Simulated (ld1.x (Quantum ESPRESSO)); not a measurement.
An all-electron radial function and its pseudo partner (O (Z = 8))

Columns: radius, all-electron u(r) and pseudo u(r) of the 2p shell (level -12.53 eV) of oxygen in the configuration [He] 2s2 2p3.75; PBE, scalar-relativistic, TM scheme, ld1.x (Quantum ESPRESSO) 7.5.

| r (bohr) | all-electron | pseudo |
| --- | --- | --- |
| 0.103 | 0.1111 | 0.0327 |
| 0.205 | 0.3075 | 0.1246 |
| 0.308 | 0.4964 | 0.2642 |
| 0.410 | 0.6446 | 0.4284 |
| 0.513 | 0.7516 | 0.5969 |
| 0.615 | 0.8186 | 0.7440 |
| 0.718 | 0.8532 | 0.8556 |
| 0.820 | 0.8619 | 0.9210 |
| 0.923 | 0.8515 | 0.9419 |
| 1.025 | 0.8279 | 0.9251 |
| 1.128 | 0.7950 | 0.8817 |
| 1.230 | 0.7567 | 0.8239 |
| 1.332 | 0.7152 | 0.7611 |
| 1.435 | 0.6719 | 0.6990 |
| 1.538 | 0.6283 | 0.6419 |
| 1.640 | 0.5858 | 0.5913 |
| 1.743 | 0.5442 | 0.5458 |
| 1.845 | 0.5047 | 0.5050 |
| 1.948 | 0.4668 | 0.4668 |
| 2.050 | 0.4314 | 0.4314 |
| 2.153 | 0.3978 | 0.3978 |
| 2.255 | 0.3667 | 0.3667 |
| 2.358 | 0.3375 | 0.3375 |
| 2.460 | 0.3106 | 0.3106 |
| 2.562 | 0.2856 | 0.2856 |
| 2.665 | 0.2622 | 0.2622 |

(1) How many radial nodes do the two functions have?

(2) At about which radius was the pseudo-wave matched?

(3) Is the pseudo-wave norm-conserving?

## Answers

(1) The all-electron 2p function has n − l − 1 = 0; the pseudo-wave has 0.

(2) 2.05 bohr. The columns agree to 0.0005 from 1.84 bohr on; several derivatives are matched, so the curves merge somewhat inside the radius.

(3) Yes: the TM scheme keeps the norm inside the radius equal to the all-electron one, which fixes the energy derivative of the logarithmic derivative at the level.
